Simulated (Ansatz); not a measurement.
`CO[SiH2]Cl` and `CO[SiH2]C[SiH3]` differ in one atom or group.

Ansatz, PBE0-D4/def2-TZVP geometries, multiplicity 1. Each molecule was computed in one conformer, which needn't be the lowest.

```
                                          property  `CO[SiH2]Cl`
size of the dipole moment (ωB97M-V/def2-TZVPP) / D          1.52
                 HOMO energy (PBE/def2-TZVPP) / eV         -7.14
             HOMO–LUMO gap (B3LYP/def2-TZVPP) / eV          8.71
    size of the dipole moment (PBE/def2-TZVPP) / D          1.46
                HOMO energy (PBE0/def2-TZVPP) / eV         -8.66
               HOMO–LUMO gap (PBE/def2-TZVPP) / eV          6.74
```

Problem. What does the change do to each property? (Best estimate.)

Solution. Computed: 
```csv
property,`CO[SiH2]C[SiH3]`,shift
size of the dipole moment (ωB97M-V/def2-TZVPP) / D,0.96,-0.56
HOMO energy (PBE/def2-TZVPP) / eV,-6.57,0.57
HOMO–LUMO gap (B3LYP/def2-TZVPP) / eV,8.03,-0.68
size of the dipole moment (PBE/def2-TZVPP) / D,0.93,-0.53
HOMO energy (PBE0/def2-TZVPP) / eV,-8.08,0.58
HOMO–LUMO gap (PBE/def2-TZVPP) / eV,6.07,-0.67
```

With PBE0 the HOMO rises by 0.58 eV and the LUMO falls by 0.12 eV, so the gap narrows by about 0.70 eV. PBE moves the HOMO by 0.57 eV and ωB97M-V by 0.52 eV. Dipoles are sizes alone; their direction can turn.

B3LYP here is the variant with VWN-RPA as its local correlation; programs differ in this.
